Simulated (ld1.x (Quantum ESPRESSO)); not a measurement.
## BLYP PAW dataset for oxygen (O), scalar-relativistic all-electron reference.

oxygen, PAW, made with ld1.x (Quantum ESPRESSO) 7.5 (BLYP, scalar-relativistic). Core [He], reference 2s2 2p4. Waves: 2s (bound): rcut 0.60, rcutus 0.80 bohr; 2s channel at -0.95 Ry: rcut 0.60, rcutus 0.80 bohr; 2p (bound): rcut 1.50, rcutus 1.85 bohr; 2p channel at 0.65 Ry: rcut 1.50, rcutus 1.85 bohr; 3d channel at 0.4 Ry: rcut 1.70, rcutus 1.95 bohr. Local part: all-electron potential smoothed inside 1.00 bohr (lloc = -2). Core correction: Bessel-smoothed model core inside 0.75 bohr. Augmentation charge: PSQ, inside the norm-conserving radii.

Calculated quality:

- Cutoffs needed: 45 Ry and 70 Ry (the cutoffs (Ry, on a coarse ladder) from which the occupation-weighted sum of valence levels, in a spherical-Bessel basis at the reference potential, stays within 10 and 1 mRy of its value at 400 Ry)
- Ghost test: no extra level below or beside the all-electron valence levels (s, p, d, f tested) (spherical-Bessel basis up to 400 Ry, 20 bohr box)
- Largest excitation error: +84 meV (all-electron minus pseudo) for 2s2 2p2, out of 7 test configurations
- Lowest eigenvalue of the overlap operator: 0.42 (p channel)
- Density cutoff estimated by the generator: 618 Ry

Generation and tests took about 2.4 s on one core of a shared server CPU.
